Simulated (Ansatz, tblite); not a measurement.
Removing an electron: Ga5N4H16⁻, a cluster cut from zinc blende GaN (hydrogen-capped). Charge -1, multiplicity 1. Geometry: r2SCAN-D4/def2-SVP. Ansatz, gas phase; energy differences of separate SCF runs; the oxidised species was run as a doublet alone.

```xyz
25

N    -1.708    0.160    0.404
N     0.007   -0.597   -2.079
N     0.830    1.949    0.424
N     1.110   -1.126    0.777
Ga   -1.153    2.000    0.803
Ga   -1.905   -0.315   -1.491
Ga   -0.753   -1.220    1.483
Ga    1.291   -1.781   -1.064
Ga    2.043    0.543    1.219
H    -2.665    0.103    0.773
H     0.446    0.312   -2.244
H    -0.056   -1.006   -3.016
H     1.195    2.845    0.761
H     0.981    1.993   -0.587
H     1.593   -1.837    1.342
H    -1.740    3.035   -0.252
H    -1.295    2.337    2.340
H    -2.414    0.917   -2.357
H    -2.626   -1.709   -1.675
H    -1.359   -2.645    1.139
H    -0.747   -0.764    3.003
H     0.741   -3.254   -1.222
H     2.719   -1.441   -1.674
H     2.058    0.813    2.776
H     3.407    0.687    0.417
```

The xTB rows come from tblite. Single mean-field runs in def2-TZVP are fitted with def2-universal-jkfit.

```json
{"level": "GFN1-xTB", "−HOMO (eV)": "6.62", "vertical IE (eV)": "8.71", "−LUMO (eV)": "0.88", "HOMO–LUMO gap (eV)": "5.74"}
{"level": "GFN2-xTB", "−HOMO (eV)": "7.84", "vertical IE (eV)": "9.83", "−LUMO (eV)": "1.70", "HOMO–LUMO gap (eV)": "6.15"}
{"level": "PBE0-D4/def2-TZVP", "−HOMO (eV)": "3.69", "vertical IE (eV)": "5.32", "−LUMO (eV)": "-2.85", "HOMO–LUMO gap (eV)": "6.54"}
{"level": "ωB97M-V/def2-TZVP", "−HOMO (eV)": "5.90", "vertical IE (eV)": "5.80", "−LUMO (eV)": "-4.26", "HOMO–LUMO gap (eV)": "10.16"}
```

Relaxing the oxidised species (r2SCAN-D4/def2-SVP) changes its energy by -0.64 eV at PBE0-D4/def2-TZVP, so the adiabatic ionisation energy to this nearest minimum is 4.68 eV.  Run but left out: PBE-D4/def2-TZVP (neutral doublet: an occupied level 0.08 eV above an empty one).  Raw xTB energy differences between charge states are shifted by several eV; the methods need an empirical correction for them.
